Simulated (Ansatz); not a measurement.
Two isomers of CH5BN2O: A = `C=NB(N)O`, B = `NB1NCO1`.

Gas-phase electronic energies from Ansatz, PBE0-D4/def2-TZVP geometries. CCSD(T)/CBS adds triple-zeta CCSD(T) − MP2 to the extrapolated MP2 energy (def2 sets, frozen cores). Functionals use def2-TZVPP. B3LYP here is the variant with VWN-RPA as its local correlation; programs differ in this. Each species was taken in one conformer, which may not be the lowest.

Q: Which is lower in electronic energy at CCSD(T)/CBS, and by how much? (Best estimate.)

A: Computed: A, by 7.3 kcal/mol.

Q: Give E(B) − E(A) in kcal/mol with LDA (SPW92), r2SCAN-D4, CCSD/def2-TZVPP, B3LYP, BLYP-D4, HF/def2-TZVPP, PBE0-D4. (An estimate is asked.)

A: The calculation gave: LDA (SPW92) -0.8, r2SCAN-D4 5.8, CCSD/def2-TZVPP 7.3, B3LYP 9.2, BLYP-D4 11.4, HF/def2-TZVPP 9.8, PBE0-D4 3.2. The order is the other way round with LDA (SPW92).

Q: Does the order hold for the free energy at 298.15 K (harmonic terms from PBE0-D4)? (An estimate is asked.)

A: Ansatz gave: Yes: G(B) − G(A) = +10.1 kcal/mol, for one conformer each. Modes under 60 cm⁻¹, often nearly free rotors, make the harmonic entropy too high.

Largest T1 diagnostic: 0.012.

In def2-TZVPP, CCSD(T) changes the Hartree–Fock value by −2.3 kcal/mol (the triples alone add +0.2 kcal/mol) and MP2 by −3.5 kcal/mol. From r2SCAN to r2SCAN0 (25 % exact exchange), in def2-TZVPP and without D4, E(B) − E(A) moves by −1.6 kcal/mol.
